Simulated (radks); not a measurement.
Results of a calculation; reference values are marked as such.
Task: These are the eigenvalues of the occupied orbitals of an atom or ion with whole-number occupations (hartree). Code: a radial shooting solver on a logarithmic mesh with Libxc functionals. Model: scalar-relativistic Kohn-Sham, PBEsol, spin-polarised, spherical densities, finite nucleus; Fermi nuclear charge, rms radius of each element as measured or else 0.836 A^(1/3) + 0.57 fm.

| orbital | eigenvalue |
|---|---|
| 1s down | -2412.640 |
| 1s up | -2412.640 |
| 2s up | -425.0594 |
| 2s down | -425.0547 |
| 2p up | -375.1922 |
| 2p down | -375.1889 |
| 3s up | -108.4512 |
| 3s down | -108.3182 |
| 3p up | -93.54392 |
| 3p down | -93.41075 |
| 3d up | -75.85898 |
| 3d down | -75.75689 |
| 4s up | -33.37869 |
| 4s down | -33.14227 |
| 4p up | -28.39016 |
| 4p down | -28.16058 |
| 4d up | -21.93572 |
| 4d down | -21.70997 |
| 4f up | -14.69954 |
| 4f down | -14.46631 |

Which element is it, and in what charge state? The configuration may be excited. Open shells, if any, are filled with parallel spins first.

Result: Z = 72, hafnium, charge +17: Hf17+ in [Kr] 4d10 4f9. The list shows which subshells hold electrons but not how many an open one holds; the 1s level, -2412.6 hartree, gives Z - s = 69.5 by -(Z - s)^2/2, which with screening and relativity narrows Z to a few neighbours, and the depths of the outer levels then fix element, charge and occupations together.
